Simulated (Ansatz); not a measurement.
Ansatz (a quantum-chemistry and plane-wave program) input (CCSD(T)/def2-SVPD):

Ansatz 0.2 input:
```yaml
crystal:
  periodic: [false, false, false]
  atoms:
    - {symbol: Al, position_ang: [0.15646945, 1.00339039, 1.21586337]}
    - {symbol: I, position_ang: [-0.16324767, 1.53410160, -1.49814572]}
    - {symbol: I, position_ang: [0.12486837, -1.78021623, 1.19991508]}
basis:
  gaussian:
    orbitals: def2-SVPD
total_charge: -1
magnetization: {spin_polarized: false}
correlation: {method: ccsd_t, electrons: outside_noble_gas}
output: {forces: true}
```

Output:

```
Functional definition: HF
integrals: 0.13 GiB planned
1096 factors; integrals over basis functions are off by at most 2.1e-4 eV
mean field: 0.47 GiB planned
mean field evaluation 1: about -22729.6628 eV, gradient 1.0e1 eV
mean field evaluation 2: about -22729.7087 eV, gradient 1.0e1 eV
mean field evaluation 4: about -22730.2489 eV, gradient 9.3e-1 eV
mean field evaluation 8: about -22730.2666 eV, gradient 2.9e-4 eV
mean field evaluation 16: about -22730.1893 eV, gradient 9.1e-1 eV
mean field -22730.26660852 eV, -835.3218907352 hartree, gradient 2.7e-6 eV, S^2 0.000000; 0 other end points of the search recorded, 0 dependent functions left out; unrestricted orbitals would lower it
23 core orbitals not correlated
reference -22730.26660852 eV, -835.3218907352 hartree; 9, 9 occupied and 62, 62 virtual orbitals, 1096 factors
densities: 0.35 GiB planned
second order -7.19062085 eV of doubles, -0.00000000 eV of singles
coupled cluster: 0.25 GiB planned
cycle   1  -7.70834088 eV  change   -5.2e-1 eV  update   8.5e-2
cycle   2  -7.92352827 eV  change   -2.2e-1 eV  update   3.0e-2
cycle   3  -7.96495570 eV  change   -4.1e-2 eV  update   1.4e-2
cycle   4  -7.96279028 eV  change    2.2e-3 eV  update   3.9e-3
cycle   5  -7.96193578 eV  change    8.5e-4 eV  update   1.3e-3
cycle   6  -7.96208340 eV  change   -1.5e-4 eV  update   5.0e-4
cycle   7  -7.96211927 eV  change   -3.6e-5 eV  update   1.8e-4
cycle   8  -7.96214472 eV  change   -2.5e-5 eV  update   6.4e-5
cycle   9  -7.96214746 eV  change   -2.7e-6 eV  update   2.2e-5
cycle  10  -7.96214122 eV  change    6.2e-6 eV  update   7.7e-6
cycle  11  -7.96214055 eV  change    6.7e-7 eV  update   3.1e-6
perturbative correction -0.26031731 eV, -0.0095664849 hartree
the calculation of the forces begins
Total energy: -22738.48906639 eV, -835.6240604883 hartree
Atom 0 at     0.156469     1.003390     1.215863 Å, force    -0.003186    -0.020428    -0.024754 eV/Å
Atom 1 at    -0.163248     1.534102    -1.498146 Å, force     0.003176    -0.007995     0.027200 eV/Å
Atom 2 at     0.124868    -1.780216     1.199915 Å, force     0.000010     0.028423    -0.002446 eV/Å
Dipole moment:    -0.014070    -0.090229    -0.109336 e Å
```
